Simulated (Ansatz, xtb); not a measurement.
**Relative energy of two isomers of CH10GeSi2**

Structure a is `[CH3][GeH2][SiH2][SiH3]`, a singlet and structure b is `C[SiH2][GeH2][SiH3]`, a singlet. Both are isolated molecules in the gas phase, relaxed with PBE0-D3(BJ)/def2-SVP; the shapes shown needn't be the lowest conformers.

a (Å):

```xyz
14

C    -1.2467   -0.4797   -3.1785
Ge    0.1822   -0.6341   -1.8478
Si   -0.6556   -0.0572    0.3109
Si   -2.5169   -1.3986    0.7930
H    -1.6202    0.5535   -3.2185
H    -0.8741   -0.7581   -4.1748
H    -2.0833   -1.1440   -2.9178
H     0.7025   -2.0873   -1.8115
H     1.3625    0.2833   -2.2325
H    -1.0740    1.3817    0.3240
H     0.3928   -0.2490    1.3625
H    -3.1051   -1.0814    2.1308
H    -2.1201   -2.8410    0.7711
H    -3.5672   -1.1861   -0.2522
```

b (Å):

```xyz
14

C    -0.3166   -1.6134   -1.7266
Ge   -1.0325    1.6904   -0.6466
Si    0.3871   -0.2247   -0.6668
Si   -0.1104    3.4236    0.7028
H    -0.4422   -1.2816   -2.7683
H     0.3548   -2.4858   -1.7207
H    -1.2993   -1.9317   -1.3471
H     1.7293    0.1980   -1.1793
H     0.5672   -0.6834    0.7474
H    -1.2324    2.2170   -2.0848
H    -2.4274    1.3101   -0.1034
H    -0.9953    4.6286    0.7235
H     0.0642    2.9321    2.1043
H     1.2285    3.8203    0.1680
```

Which of the two would you expect CCSD(T)/def2-SVP + ΔMP2/def2-TZVPP electronic energies to favour?

Structure b; the calculation gives E(b) − E(a) = −5.7 kcal/mol.

Level by level:

| level | geometry | E(b) − E(a) (kcal/mol) | departure from the last row (kcal/mol) | job, with rough time for the two |
| --- | --- | --- | --- | --- |
| GFN2-xTB | GFN2-xTB | −11.6 | −5.9 | optimisation, 0.2 s |
| HF/STO-3G | GFN2-xTB | −5.4 | +0.3 | single point, 0.56 s |
| r2SCAN-D4/def2-SVP | GFN2-xTB | −6.0 | −0.3 | single point, 6.9 s |
| PBE0-D3(BJ)/def2-SVP | PBE0-D3(BJ)/def2-SVP | −5.4 | +0.3 | optimisation, 59 s |
| HF/def2-SVP | PBE0-D3(BJ)/def2-SVP | −6.3 | −0.6 | part of the CCSD(T) run |
| MP2/def2-SVP | PBE0-D3(BJ)/def2-SVP | −5.8 | −0.2 | part of the CCSD(T) run |
| CCSD(T)/def2-SVP | PBE0-D3(BJ)/def2-SVP | −5.4 | +0.2 | single point |
| CCSD(T)/def2-SVP + ΔMP2/def2-TZVPP | PBE0-D3(BJ)/def2-SVP | −5.7 |  | single point, 71 s |

As drawn, b has 1 C–Si, 1 Ge–Si in place of 1 C–Ge, 1 Si–Si.

None of the levels shown reverses the order. The largest departure from CCSD(T)/def2-SVP + ΔMP2/def2-TZVPP is that of GFN2-xTB, 5.9 kcal/mol. A small imaginary or near-zero mode remains, so no thermal terms are given. The last row adds to CCSD(T) the change of the MP2 difference between the two basis sets, here −0.2 kcal/mol.

The correlated steps freeze 20 core orbitals; the filled d shell of Ge is correlated, in a basis made for valence electrons. Programs: Ansatz 0.2.0, xtb 6.7.1; the last row on 2 threads of Arm Neoverse V2 on a shared host.
